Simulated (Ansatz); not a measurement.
Job for Ansatz (a quantum-chemistry and plane-wave program): R-PBE/def2-TZVPP on H2OSi (SMILES O[SiH]), a point of a torsion scan.

Ansatz 0.2 input:
```yaml
crystal:
  periodic: [false, false, false]
  atoms:
    - {symbol: O, position_ang: [-0.83134145, 0.23367953, 0.23121050]}
    - {symbol: Si, position_ang: [0.67328138, 0.68748272, -0.18720622]}
    - {symbol: H, position_ang: [-1.37481402, -0.44347196, -0.17289229]}
    - {symbol: H, position_ang: [0.67519636, 0.39987158, -1.65612033]}
basis:
  gaussian:
    orbitals: def2-TZVPP
hamiltonian:
  xc: {name: PBE}
scf: {lower_state_search: off}
```

Program output:

```
WARN ansatz: RAYON_NUM_THREADS=1 ignored (pool sized by the plan → 1); use --threads N
Functional definition: PBE
these checks for a lower state are left out or cut short: stability, starts, cluster_reference, orbital_swaps, neighbouring_geometries, increment
integrals: 0.02 GiB planned
557 factors; their error is unknown
mean field: 0.20 GiB planned
mean field evaluation 1: about -9945.1375 eV, gradient 6.2e1 eV
mean field evaluation 2: about -9890.6604 eV, gradient 1.6e2 eV
mean field evaluation 4: about -9951.4075 eV, gradient 6.5e0 eV
mean field evaluation 8: about -9951.5413 eV, gradient 1.7e-1 eV
mean field evaluation 16: about -9951.5241 eV, gradient 6.2e-5 eV
mean field -9951.52407847 eV, -365.7117644984 hartree, gradient 9.1e-6 eV, S^2 0.000000; 0 other end points of the search recorded, 0 dependent functions left out
reference -9951.52410847 eV, -365.7117656009 hartree; 12, 12 occupied and 89, 89 virtual orbitals, 557 factors
Total energy: -9951.52410847 eV, -365.7117656009 hartree
Checks for a lower state left out: stability, starts, cluster_reference, orbital_swaps, neighbouring_geometries, increment
```

The calculation finished and met its thresholds.

Cost: around 0.6 core-seconds (rough).
